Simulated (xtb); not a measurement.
xtb input (GFN1-xTB):

```bash
xtb mol.xyz --gfn 1 --opt tight --chrg 0 --uhf 0
```
mol.xyz:
```
16

C      2.30711769    -0.42583651     0.21885279
Si     1.11193305     0.39909592    -0.95499697
C     -0.41974546     1.03025869    -0.02176368
C     -1.17981374    -0.11148844     0.59317324
C     -2.33116595    -0.67149749    -0.21149617
O     -0.86475317    -0.58060711     1.66607417
H      3.15456540    -0.85353693    -0.31999688
H      2.69229843     0.29216219     0.94528337
H      1.80839688    -1.22277944     0.77240824
H      1.73716910     1.56140106    -1.63298113
H      0.65990565    -0.55396441    -2.00069278
H     -1.03743898     1.59967729    -0.71905922
H     -0.06282872     1.69124732     0.77027151
H     -3.13678368     0.06648098    -0.25479856
H     -2.70066221    -1.58454254     0.24915630
H     -2.02201439    -0.86724891    -1.24082389
```

End of the output:

```
     1   6 C        8   1 H                                       1.0978007
     1   6 C        9   1 H                                       1.0973698
     2  14 Si      10   1 H                                       1.4551223
     2  14 Si      11   1 H                                       1.4553289
     3   6 C       12   1 H                                       1.0942560
     3   6 C       13   1 H                                       1.0977120
     5   6 C       14   1 H                                       1.0893361
     5   6 C       15   1 H                                       1.0882924 (min)
     5   6 C       16   1 H                                       1.0898679

 * 4 distinct bonds (by element types)

   Z      Z             #   av. dist./Å        max./Å        min./Å
   1 H    6 C           8     1.0939318     1.0978007     1.0882924
   6 C    8 O           1     1.2079586     1.2079586     1.2079586
   1 H   14 Si          2     1.4552256     1.4553289     1.4551223
   6 C   14 Si          2     1.9085157     1.9298429     1.8871885

optimized geometry written to: xtbopt.xyz

           -------------------------------------------------
          | TOTAL ENERGY              -20.406344457998 Eh   |
          | GRADIENT NORM               0.000207621779 Eh/α |
          | HOMO-LUMO GAP               4.474402168446 eV   |
           -------------------------------------------------

------------------------------------------------------------------------
------------------------------------------------------------------------
 total:
 SCF:
 ANC optimizer:
```
